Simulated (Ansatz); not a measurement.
Relaxation of the cluster TiS2 with RKS PBE0-D4/def2-TZVP.

```sh
$ ansatz run in.yaml --threads 4 --pin off --events-out ev --progress --plain --max-ram 3916MiB
```

```yaml
crystal:
  periodic: [false, false, false]
  atoms:
    - {symbol: Ti, position_ang: [-1.070510, 1.279410, -0.093980]}
    - {symbol: S, position_ang: [1.877950, 0.513810, -0.060360]}
    - {symbol: S, position_ang: [-0.807440, -1.793220, 0.154340]}
basis:
  gaussian: {orbitals: def2-TZVP}
hamiltonian: {xc: pbe0, dispersion: d4}
scf: {lower_state_search: "off"}
output: {orbitals: {seedname: orbitals}}
relax: {f_tol: 0.02, max_steps: 100}
```

It took 14 s on 4 threads of Arm Neoverse V1 on a shared host.

Positions (Å) and forces (eV/Å) at steps 1, 2, 3, 4, 5, 6, 7, 8, 9 of 9:

```xyz
3
step=1 energy=-44766.4855 eV
Ti   -1.071    1.279   -0.094    2.759   -3.106    0.227
S     1.878    0.514   -0.060   -3.355   -0.029    0.035
S    -0.807   -1.793    0.154    0.596    3.135   -0.262
3
step=2 energy=-44768.4541 eV
Ti   -0.943    1.134   -0.083    3.516   -3.836    0.279
S     1.717    0.507   -0.058   -4.004    0.204    0.023
S    -0.774   -1.642    0.142    0.488    3.631   -0.301
3
step=3 energy=-44770.9790 eV
Ti   -0.812    0.990   -0.073    5.292   -6.249    0.458
S     1.568    0.515   -0.057   -4.091    1.977   -0.121
S    -0.756   -1.505    0.130   -1.201    4.272   -0.337
3
step=4 energy=-44773.2601 eV
Ti   -0.685    0.842   -0.062    3.459   -4.918    0.368
S     1.477    0.568   -0.061   -2.246    1.705   -0.117
S    -0.791   -1.410    0.123   -1.212    3.213   -0.250
3
step=5 energy=-44774.2437 eV
Ti   -0.585    0.676   -0.049    0.010    0.170   -0.014
S     1.442    0.645   -0.067    1.076    0.908   -0.085
S    -0.857   -1.321    0.116   -1.085   -1.077    0.099
3
step=6 energy=-44774.3688 eV
Ti   -0.559    0.647   -0.047   -0.200    0.296   -0.022
S     1.469    0.694   -0.071    0.982    0.630   -0.061
S    -0.910   -1.341    0.118   -0.783   -0.926    0.083
3
step=7 energy=-44774.5148 eV
Ti   -0.512    0.593   -0.043    0.376   -0.334    0.024
S     1.552    0.812   -0.081   -0.335    0.071   -0.002
S    -1.040   -1.404    0.125   -0.040    0.264   -0.021
3
step=8 energy=-44774.5217 eV
Ti   -0.492    0.570   -0.042    0.076   -0.023    0.001
S     1.559    0.838   -0.084   -0.105   -0.027    0.003
S    -1.068   -1.408    0.125    0.029    0.051   -0.004
3
step=9 energy=-44774.5221 eV
Ti   -0.493    0.573   -0.042   -0.005   -0.009    0.001
S     1.555    0.833   -0.083    0.001   -0.002    0.000
S    -1.062   -1.406    0.125    0.005    0.011   -0.001
```

The relaxation made no stability test and no search for a lower SCF solution. The structure comes from a short search, and lower isomers may exist.
